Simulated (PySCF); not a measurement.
A structure optimised at B3LYP-D3(BJ)/def2-TZVP, used in a PySCF frequency run:

```
P
H 1 1.4013
H 1 1.4013 2 105.07
H 1 1.4013 2 105.07 3 -110.58
Si 1 2.3239 2 113.57 3 124.71
H 5 1.4697 1 102.11 2 -60.00
H 5 1.4697 6 115.72 1 -109.97
H 5 1.4697 6 115.72 7 -140.06
```
Charge +1, spin multiplicity 1.

### Question
Write its SMILES, formula and point group.

### Answer
[SiH3][PH3+], H6PSi, C3v

### Question
What are its rotational constants (standard atomic weights)?

### Answer
44.993, 5.0237, 5.0237 GHz
